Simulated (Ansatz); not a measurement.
Calculated with Ansatz (gas phase, PBE0-D4/def2-TZVP geometries, no zero-point term in ΔE). CCSD(T)/CBS is the MP2 limit (def2-TZVPP, def2-QZVPP) plus CCSD(T) − MP2 in def2-TZVPP, frozen cores. DFT in def2-TZVPP. Each species was taken in one conformer, which may not be the lowest.

`C=C(F)N[SiH3]` → `CN(C)[Si]F`  (isomerisation)

`C=C(F)N[SiH3]`:

Cartesian coordinates in Å:
```
C -1.136 1.294 1.356
C -0.210 0.652 0.654
F 1.090 0.942 0.830
N -0.340 -0.328 -0.290
Si 0.972 -1.091 -1.145
H -0.843 2.049 2.068
H -2.183 1.066 1.220
H -1.289 -0.602 -0.479
H 1.894 -1.801 -0.225
H 1.749 -0.118 -1.951
H 0.294 -2.064 -2.037
```

`CN(C)[Si]F`:

```xyz
11

C     0.802   -1.077   -0.395
N    -0.202   -0.041   -0.297
C    -0.081    0.777    0.889
Si   -1.364    0.088   -1.544
F    -2.231    1.348   -0.995
H     0.655   -1.657   -1.311
H     0.747   -1.765    0.457
H     1.811   -0.650   -0.421
H    -0.166    0.164    1.794
H    -0.863    1.534    0.905
H     0.894    1.278    0.918
```

```
             level  ΔE (kJ/mol)  difference from CCSD(T)/CBS
           BLYP-D4       -165.8                          6.5
         r2SCAN-D4       -150.3                         22.0
        r2SCANh-D4       -151.4                         20.9
      CAM-B3LYP-D4       -161.8                         10.5
           ωB97X-V       -158.1                         14.2
           ωB97M-V       -170.4                          1.9
          PBE-QIDH       -162.9                          9.4
            r2SCAN       -149.9                         22.4
           r2SCAN0       -152.7                         19.6
RPA@PBE/def2-TZVPP       -172.2                          0.1
       HF/def2-SVP       -131.5                         40.8
      MP2/def2-SVP       -159.1                         13.2
     CCSD/def2-SVP       -160.0                         12.3
     HF/def2-QZVPP       -141.5                         30.8
    MP2/def2-QZVPP       -174.8                         -2.5
    CCSD/CBS(def2)       -171.8                          0.5
       CCSD(T)/CBS       -172.3                            0
```

Largest T1 diagnostic among the species: 0.013.

In def2-TZVPP, CCSD(T) changes the Hartree–Fock value by −30.4 kJ/mol (the triples alone add −0.5 kJ/mol) and MP2 by −33.2 kJ/mol. From BLYP to BHLYP (50 % exact exchange), in def2-TZVPP and without D4, ΔE moves by +3.7 kJ/mol.
